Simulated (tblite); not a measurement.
Species: C6H6ClP.
Structure used (GFN2-xTB), in Å, numbered top down from 1:
```
atom  x, y, z in Å
P1     2.6253    0.0479   -0.7703
C2     0.8584    0.0168   -0.2958
C3     0.1626    1.2050   -0.0956
C4    -1.1873    1.1907    0.1992
C5    -1.8522   -0.0225    0.2817
Cl6   -3.5404   -0.0475    0.6533
C7    -1.1806   -1.2160    0.0676
C8     0.1695   -1.1900   -0.2256
H9     2.9914    1.0193    0.1595
H10    3.0062   -0.9947    0.0724
H11    0.6831    2.1498   -0.1657
H12   -1.7228    2.1127    0.3636
H13   -1.7104   -2.1538    0.1302
H14    0.6967   -2.1182   -0.3964
```

All values are computed: GFN2-xTB (tblite) harmonic vibrations without scaling, gas phase. Against measured fundamentals such values can be off by several per cent, at times by over 20. Modes of hydrogen on phosphorus can be 10 to 20 % off. One conformer, not necessarily the lowest.

Harmonic wavenumbers (cm⁻¹): 75.6, 88.9, 186.2, 267.0, 306.2, 307.0, 365.8, 451.9, 525.4, 598.2, 646.1, 736.4, 784.0, 826.1, 864.0, 865.4, 907.0, 918.8, 981.9, 1099.9, 1118.3, 1128.7, 1139.9, 1191.4, 1257.9, 1314.7, 1389.3, 1444.1, 1566.2, 1573.1, 2266.5, 2337.0, 3068.9, 3070.2, 3100.0, 3101.9.

A = 5521, B = 665.8, C = 596.6 MHz; mass 143.990 u (most abundant isotopes); point group Cs, symmetry number 1.

Q: What is the zero-point energy?

A: Half the sum of the wavenumbers: 20935 cm⁻¹ = 250.44 kJ/mol.

Q: Entropy at 200 K, 1 bar (ideal gas, RRHO, classical rotation)?

A: Translation 162.54, rotation 117.92, vibration 49.61: S = 330.1 J/(mol K).

Q: And Cp and H(200 K) − H(0)?

A: Cp = 95.82 J/(mol K), of which vibrations give 62.56 (their classical limit is 36 R = 299.3); H(200 K) − H(0) = 12.42 kJ/mol without the zero-point energy, 5.77 from vibrations.

Q: How do the functions run with temperature in this model?

A: 
| T (K) | S (J/(mol K)) | Cp (J/(mol K)) | H − H(0) (kJ/mol) | G − H(0) (kJ/mol) | ln q(vib) |
| --- | --- | --- | --- | --- | --- |
| 100 | 276.9 | 61.8 | 4.56 | -23.13 | 0.86 |
| 300 | 375.7 | 131.4 | 23.79 | -88.91 | 4.29 |
| 500 | 457.7 | 191.0 | 56.41 | -172.43 | 8.08 |
| 800 | 560.2 | 243.8 | 122.48 | -325.70 | 13.69 |
| 1000 | 617.1 | 265.0 | 173.50 | -443.55 | 17.18 |

q(vib) and H(0) count from the zero-point level.

Q: Which modes carry the vibrational entropy at 200 K?

A: 75.6 cm⁻¹: 13.48; 88.9 cm⁻¹: 12.17; 186.2 cm⁻¹: 6.48; 267.0 cm⁻¹: 4.06; 306.2 cm⁻¹: 3.25; 307.0 cm⁻¹: 3.23 J/(mol K); the other 30 give 6.94 together.

Hindered rotation and anharmonicity are outside this model. Other conformers, if any are populated, would add a mixing term that is left out.
